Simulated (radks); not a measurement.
Coulomb parameter of the 3d shell of the chromium ion Cr3+ in the model configuration [Ar] 3d2 4s1, as a second difference U = [E(n + 1) + E(n - 1) - 2 E(n)] / (1)^2 with all orbitals relaxed. "Bare": the charge of the atom changes with n. "Screened": the 4s shell takes up the change at fixed total charge, which measures U(3d,3d) + U(4s,4s) - 2 U(3d,4s). All-electron calculation, scalar-relativistic Kohn-Sham, r2SCAN, spin-unpolarised, spherical densities, finite nucleus; meta-GGA in the generalised Kohn-Sham scheme; Fermi nuclear charge, rms radius 3.6452 fm. Program: a radial shooting solver on a logarithmic mesh with Libxc functionals.

case         configuration  E - E(n) (eV)
start         [Ar] 3d2 4s1          0.000
bare +1       [Ar] 3d3 4s1        -36.885
bare -1       [Ar] 3d1 4s1         55.530
screened +1       [Ar] 3d3        -12.684
screened -1   [Ar] 3d1 4s2         16.681

U(bare) = 18.645 eV, U(screened by 4s) = 3.997 eV, against the Slater integral F0(3d,3d) = 23.880 eV with frozen orbitals.
